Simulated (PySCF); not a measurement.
H4HfO4, charge +1, sextet, at the geometry of the source list (the multiplicity is a formal guess) (core potentials on Hf); DF-B3LYP/def2-TZVP (PySCF).

Input for PySCF:
```python
from pyscf import gto, scf, dft

mol = gto.Mole()
mol.atom = '''
    Hf    0.03150000   -0.21370000   -0.03530000
    O     1.54540000   -0.43880000   -1.10870000
    H     2.14800000    0.31340000   -1.13200000
    O     0.44270000    0.01220000    1.77320000
    H     0.34870000    0.93750000    2.02920000
    O    -0.61720000    1.44510000   -0.60730000
    H    -1.08080000    1.38450000   -1.45360000
    O    -1.31010000   -1.51260000   -0.15670000
    H    -1.50840000   -1.92750000    0.69120000
'''
mol.basis = 'def2-tzvp'
mol.ecp = {'Hf': 'def2-tzvp'}
mol.charge = 1
mol.spin = 5
mol.verbose = 4
mol.build()

mf = dft.UKS(mol)
mf.xc = 'b3lyp'
mf = mf.density_fit(auxbasis='def2-universal-jkfit')
mf.kernel()
```

Predict the main parts of the log of this PySCF run.


```
PySCF version 2.14.0

[INPUT] verbose = 4
[INPUT] num. atoms = 9
[INPUT] num. electrons = 47
[INPUT] charge = 1
[INPUT] spin (= nelec alpha-beta = 2S) = 5
[INPUT] symmetry False subgroup None
[INPUT] Mole.unit = angstrom
[INPUT] Symbol           X                Y                Z      unit          X                Y                Z       unit  Magmom
[...]
nuclear repulsion = 219.21513522173
number of shells = 74
number of NR pGTOs = 278
number of NR cGTOs = 188
basis = def2-tzvp
ecp = {'Hf': 'def2-tzvp'}

******** <class 'pyscf.df.df_jk.DFUKS'> ********
method = DFUKS
initial guess = minao
damping factor = 0
level_shift factor = 0
DIIS = <class 'pyscf.scf.diis.CDIIS'>
diis_start_cycle = 1
diis_space = 8
diis_damp = 0
SCF conv_tol = 1e-09
SCF conv_tol_grad = None
SCF max_cycles = 50
direct_scf = False
number electrons alpha = 26  beta = 21
XC library pyscf.dft.libxc version 7.1.2
    S. Lehtola, C. Steigemann, M. J. T. Oliveira, and M. A. L. Marques,  SoftwareX 7, 1–5 (2018)
XC functionals = b3lyp
    P. J. Stephens, F. J. Devlin, C. F. Chabalowski, and M. J. Frisch,  J. Phys. Chem. 98, 11623 (1994)
radial grids:
    Treutler-Ahlrichs [JCP 102, 346 (1995); DOI:10.1063/1.469408] (M4) radial grids

becke partition: Becke, JCP 88, 2547 (1988); DOI:10.1063/1.454033
pruning grids: <function nwchem_prune>
grids dens level: 3
symmetrized grids: False
atomic radii adjust function: <function treutler_atomic_radii_adjust>
small_rho_cutoff = 0
Set gradient conv threshold to 3.16228e-05
tot grids = 119352
******** <class 'pyscf.df.df.DF'> ********
auxbasis = def2-universal-jkfit
init E= -331.811475965815

cycle= 1 E= -350.376129311655  delta_E= -18.6  |g|= 0.876  |ddm|= 6.39

cycle= 2 E= -348.872017965837  delta_E=  1.5  |g|= 1.73  |ddm|= 4.32

cycle= 3 E= -349.715165070219  delta_E= -0.843  |g|= 1.35  |ddm|= 4.38

cycle= 4 E= -350.7062743516  delta_E= -0.991  |g|= 0.289  |ddm|=    2

cycle= 5 E= -350.654644958442  delta_E= 0.0516  |g|= 0.473  |ddm|= 0.624

cycle= 6 E= -350.755213024759  delta_E= -0.101  |g|= 0.104  |ddm|= 0.459

cycle= 7 E= -350.759256400098  delta_E= -0.00404  |g|= 0.0781  |ddm|= 0.157

cycle= 8 E= -350.761333432467  delta_E= -0.00208  |g|= 0.0551  |ddm|= 0.0962

cycle= 9 E= -350.760867429446  delta_E= 0.000466  |g|= 0.0716  |ddm|= 0.0892

cycle= 10 E= -350.763082541738  delta_E= -0.00222  |g|= 0.0268  |ddm|= 0.0653

cycle= 11 E= -350.763573670536  delta_E= -0.000491  |g|= 0.00499  |ddm|= 0.0691

cycle= 12 E= -350.76362403586  delta_E= -5.04e-05  |g|= 0.00354  |ddm|= 0.0191

cycle= 13 E= -350.763652047134  delta_E= -2.8e-05  |g|= 0.00249  |ddm|= 0.00895

cycle= 14 E= -350.763701567318  delta_E= -4.95e-05  |g|= 0.00236  |ddm|= 0.0192

cycle= 15 E= -350.763729342073  delta_E= -2.78e-05  |g|= 0.00208  |ddm|= 0.0133

cycle= 16 E= -350.763754359238  delta_E= -2.5e-05  |g|= 0.00202  |ddm|= 0.0136

cycle= 17 E= -350.763782518186  delta_E= -2.82e-05  |g|= 0.00118  |ddm|= 0.0199

cycle= 18 E= -350.763787032336  delta_E= -4.51e-06  |g|= 0.000954  |ddm|= 0.00373

cycle= 19 E= -350.763799178717  delta_E= -1.21e-05  |g|= 0.000715  |ddm|= 0.0131

cycle= 20 E= -350.763805598995  delta_E= -6.42e-06  |g|= 0.000931  |ddm|= 0.0109

cycle= 21 E= -350.76380636266  delta_E= -7.64e-07  |g|= 0.000675  |ddm|= 0.00377

cycle= 22 E= -350.763809826184  delta_E= -3.46e-06  |g|= 0.000503  |ddm|= 0.00922

cycle= 23 E= -350.763810987684  delta_E= -1.16e-06  |g|= 0.000226  |ddm|= 0.00509

cycle= 24 E= -350.763811200114  delta_E= -2.12e-07  |g|= 0.000232  |ddm|= 0.00202

cycle= 25 E= -350.763811388708  delta_E= -1.89e-07  |g|= 0.000126  |ddm|= 0.00168

cycle= 26 E= -350.763811469142  delta_E= -8.04e-08  |g|= 0.000137  |ddm|= 0.00132

cycle= 27 E= -350.763811518158  delta_E= -4.9e-08  |g|= 4.92e-05  |ddm|= 0.00102

cycle= 28 E= -350.763811528649  delta_E= -1.05e-08  |g|= 2.43e-05  |ddm|= 0.000554

cycle= 29 E= -350.763811530036  delta_E= -1.39e-09  |g|= 2.23e-05  |ddm|= 0.000169

cycle= 30 E= -350.763811530954  delta_E= -9.18e-10  |g|= 7.2e-06  |ddm|= 0.000112

Extra cycle  E= -350.763811531216  delta_E= -2.62e-10  |g|= 9.41e-06  |ddm|= 4.82e-05
converged SCF energy = -350.763811531216  <S^2> = 8.7735946  2S+1 = 6.0078597
```
